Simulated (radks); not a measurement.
Results of a calculation; reference values are marked as such.
Problem. Sb7+, 44 electrons, occupied as [Kr] 4d8. Level of theory: non-relativistic Kohn-Sham, PBE, spin-polarised, spherical densities, point nucleus; open shells are filled with parallel spins first (spin-orbit coupling, left out, can overturn this in heavy ions); relativity is left out, which matters for an element this heavy (a radial shooting solver on a logarithmic mesh with Libxc functionals). Some entries of the table are withheld. Estimate them.

orbital,occ.,eigenvalue (eV),r(max) (bohr)
1s up,1,-29277.85,0.01975
1s down,1,-29277.85,0.01975
2s up,1,-4442.263,0.1093
2s down,1,-4441.572,0.1093
2p up,3,-4168.901,0.08549
2p down,3,-4168.388,0.08549
3s up,1,-952.8196,0.3125
3s down,1,-952.5030,0.3126
3p up,3,-839.4360,0.2990
3p down,3,-839.0710,0.2991
3d up,5,-629.2127,(1)
3d down,5,-628.6379,(2)
4s up,1,-239.3403,0.7451
4s down,1,-237.1700,0.7447
4p up,3,-200.2454,0.7670
4p down,3,-198.0892,0.7667
4d up,5,(3),(4)
4d down,3,(5),(6)

Solution. 
(1) 3d up r(max) (bohr): 0.2447
(2) 3d down r(max) (bohr): 0.2448
(3) 4d up eigenvalue (eV): -133.6638
(4) 4d up r(max) (bohr): 0.8214
(5) 4d down eigenvalue (eV): -131.5942
(6) 4d down r(max) (bohr): 0.8215
